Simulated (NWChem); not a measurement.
# MgNH3O; SMILES [NH2][Mg][OH]

```xyz
6

Mg    -0.3973     0.1480    -0.0010
O     -0.2972     1.9122    -0.0005
H     -0.4368     2.8525     0.0027
N     -0.4489    -1.7383    -0.0018
H     -0.4570    -2.3433    -0.8177
H     -0.4737    -2.3425     0.8144
```
Atoms are numbered in this order, from 1.

Level: PBE0/def2-SVP (NWChem), optimised geometry, unscaled harmonic frequencies. 

```
frequency (cm⁻¹)  IR intensity (km/mol)
----------------  ---------------------
111                               154.1
137                               143.3
172                                16.9
173                                20.1
307                               139.1
540                                95.1
586                                 1.1
889                               113.9
1531                               16.1
3596                                7.9
3678                               14.0
4102                              119.2
```

```json
{
  "zero_point_energy": "22.6 kcal/mol",
  "thermal correction to the enthalpy at 298.15 K (with zero-point energy)": "27.1 kcal/mol",
  "heat capacity Cv": "18.0 cal/(mol K)",
  "entropy at 298.15 K and 1 atm (symmetry number 1)": "72.9 cal/(mol K)",
  "dipole_moment": "0.43 D"
}
```

Rigid rotor and harmonic oscillator.
